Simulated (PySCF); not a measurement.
A GIAO shielding run with PySCF 2.14 (density fitting, non-relativistic, gas phase) on `C[Si]1(C)C[C@@H](S)CO1`, C5H12OSSi:

```
$ OMP_NUM_THREADS=1 python probes_run.py task.json out

{"job": {"kind": "nmr", "xc": "PBE0", "basis": "pcSseg-1"}, "charge": 0, "multiplicity": 1}
C     -0.723387     1.999556     0.697657
Si    -0.689958     0.224205     0.023656
C     -2.440672    -0.427395    -0.319482
C      0.524728    -0.101251    -1.420155
C      1.703420    -0.752338    -0.706421
S      2.925472     0.497665    -0.157896
C      1.149723    -1.500604     0.506393
O      0.118745    -0.749542     1.086191
H     -1.476544     2.581932     0.178813
H      0.226379     2.514800     0.586441
H     -0.978310     1.999225     1.752913
H     -3.014076    -0.449024     0.601304
H     -2.436974    -1.433496    -0.728437
H     -2.967805     0.214298    -1.016803
H      0.848095     0.775024    -1.975688
H      0.106529    -0.805954    -2.139512
H      2.278611    -1.420806    -1.349060
H      2.170611     0.988919     0.820628
H      0.751568    -2.470825     0.184076
H      1.918695    -1.673711     1.263863
```

Hardware: 1 thread of an Arm Neoverse V1, shared host. The job also computes population analyses, field gradients, ring-centre shieldings.

Task: How large is the calculation?

Result: 80 electrons, 210 basis functions and 1134 auxiliary functions.

Task: How long does it take, and how much memory does it need?

Result: 47 s of wall time, with 14 SCF cycles and 5 response iterations; peak memory 1.1 GiB. Times on a shared host scatter by some tens of per cent.
